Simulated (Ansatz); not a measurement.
PtSe2⁺. Total charge 1; doublet. Geometry PBE-D4/def2-TZVP; atoms count from 1.

```
atom   x (Å)   y (Å)   z (Å)
 Pt1   0.563   0.841   0.949
 Se2  -1.047   0.375  -0.725
 Se3   0.483  -1.216  -0.224
```

In the def2 sets Pt takes a core potential; there is no spin–orbit coupling. The structure comes from a short search, and lower isomers may exist.

(1) Estimate the Mulliken populations from the PBE0/def2-TZVP orbitals of Ansatz.

(2) Where does the spin sit?

(3) And the Mayer bond orders between bonded heavy atoms (over 0.3)?

Results:

(1) 
```json
{"atom": "Pt1", "charge (e)": "0.58", "spin (α − β)": "0.06", "d electrons": "8.87"}
{"atom": "Se2", "charge (e)": "0.21", "spin (α − β)": "0.47", "d electrons": "–"}
{"atom": "Se3", "charge (e)": "0.21", "spin (α − β)": "0.47", "d electrons": "–"}
```
Mulliken values and Mayer orders depend strongly on the basis.

(2) Summed by element: Pt 0.06, Se 0.94, of 1 unpaired in all. Largest on single atoms: Se2 0.47, Se3 0.47, Pt1 0.06.

(3) Pt1–Se2 1.01 (2.37 Å); Pt1–Se3 1.01 (2.37 Å); Se2–Se3 1.62 (2.26 Å).
